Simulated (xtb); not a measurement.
BaO, SMILES [Ba]=[O]. All values are semi-empirical tight-binding results from xtb (GFN2-xTB unless named), good for trends rather than for accurate numbers. The structure is a stationary point at GFN2-xTB.

For metal compounds this method's bond lengths and energies can be far off.

Computed properties:
```json
{
 "point_group_as_xtb_finds_it": "C∞v",
 "orbital_gap": "0.88 eV"
}
```
